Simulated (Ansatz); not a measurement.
Reaction (redistribution): `C[Si](S)(Cl)Cl` + `O=C[SiH2]F` → `C[Si](S)(Cl)C=O` + `F[SiH2]Cl`

Isolated molecules relaxed with PBE0-D4/def2-TZVP in Ansatz; ΔE leaves out vibrations. CCSD(T)/CBS is the MP2 limit (def2-TZVPP, def2-QZVPP) plus CCSD(T) − MP2 in def2-TZVPP, frozen cores. This one scheme is used for every species. Each species was taken in one conformer, which may not be the lowest.

`C[Si](S)(Cl)Cl`:

Z-matrix (Å, degrees):
```
C
Si 1 1.847
H 1 1.092 2 110.1
H 1 1.092 2 109.9 3 120.3
H 1 1.092 2 110.2 3 -119.8
S 2 2.121 1 114.3 3 -178.4
Cl 2 2.045 1 110.1 3 -61.1
Cl 2 2.051 1 108.3 3 57.8
H 6 1.345 2 93.2 1 -63.0
```

`O=C[SiH2]F`:

Z-matrix (Å, degrees):
```
Si
C 1 1.917
F 1 1.600 2 109.7
H 1 1.480 2 108.6 3 -119.1
H 1 1.480 2 108.7 3 119.2
O 2 1.206 1 117.9 3 -180.0
H 2 1.115 1 122.0 3 -0.0
```

`C[Si](S)(Cl)C=O`:

```xyz
11

C     1.086    0.322   -1.016
Si   -0.164   -0.581    0.001
S    -2.118   -0.641   -0.852
Cl    0.352   -2.547    0.287
C    -0.306    0.222    1.739
O     0.082    1.347    1.932
H     0.816    1.379   -1.080
H     1.138   -0.095   -2.023
H     2.071    0.251   -0.549
H    -2.167    0.696   -1.002
H    -0.789   -0.353    2.564
```

`F[SiH2]Cl`:

Z-matrix (Å, degrees):
```
Si
F 1 1.589
Cl 1 2.036 2 108.8
H 1 1.475 2 108.3 3 -118.2
H 1 1.475 2 108.3 3 118.2
```

```tsv
species	HF/def2-QZVPP energy (Eh)
`C[Si](S)(Cl)Cl`	-1645.93284
`O=C[SiH2]F`	-503.01169
`C[Si](S)(Cl)C=O`	-1299.69706
`F[SiH2]Cl`	-849.25294
```

Work out ΔE.

ΔE = (-1299.69706) + (-849.25294) − (-1645.93284) − (-503.01169) = -0.00547 Eh = -14.4 kJ/mol. CCSD(T)/CBS gives -11.9 kJ/mol.

Largest T1 diagnostic among the species: 0.014.
